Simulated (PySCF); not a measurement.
A structure optimised at B3LYP-D3(BJ)/def2-SVP, used in a PySCF frequency run:

```xyz
14

C      2.5568     0.3413     0.0000
Si     0.8648    -0.4699     0.0000
C     -0.4671     0.2058     1.2022
C     -1.4258     0.1688     0.0000
O     -2.6086    -0.0549     0.0000
C     -0.4671     0.2058    -1.2022
H      2.4623     1.4387     0.0000
H      3.1346     0.0457    -0.8905
H      3.1346     0.0457     0.8905
H      0.9608    -1.9557     0.0000
H     -0.8396    -0.2970     2.1046
H     -0.2165     1.2536     1.4495
H     -0.2165     1.2536    -1.4495
H     -0.8396    -0.2970    -2.1046
```
Charge 0, spin multiplicity 1.

Q: Write its SMILES, formula and point group.

A: C[SiH]1CC(=O)C1, C₄H₈OSi, Cs

Q: What are its rotational constants (standard atomic weights)?

A: 7.4599, 1.7786, 1.6025 GHz
